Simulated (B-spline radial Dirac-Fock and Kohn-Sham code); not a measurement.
**Photoionisation of silicon ions at Ga Kα (9251.7 eV)**

Method: independent-particle photoionisation in a Dirac-Hartree-Slater potential with a Latter tail, all multipoles, thresholds from Dirac-Fock ΔSCF. Computed with a radial B-spline solver. Cross sections in kb; a dash marks an empty subshell or a threshold above the photon energy.

| ion | configuration | total | 1s | 2s | 2p1/2 | 2p3/2 | 3p3/2 |
| --- | --- | --- | --- | --- | --- | --- | --- |
| Si | [Ne] 3s2 3p2 | 1.963 | 1.82 | 0.117 | 0.00591 | 0.0113 | 0.000225 |
| Si⁺ | [Ne] 3s2 3p1 | 1.965 | 1.82 | 0.117 | 0.00592 | 0.0114 | 0.000143 |
| Si⁴⁺ | [He] 2s2 2p6 | 1.957 | 1.82 | 0.119 | 0.00609 | 0.0117 | – |
| Si⁹⁺ | [He] 2s2 2p1 | 2.001 | 1.84 | 0.158 | 0.00155 | 0.00299 | – |
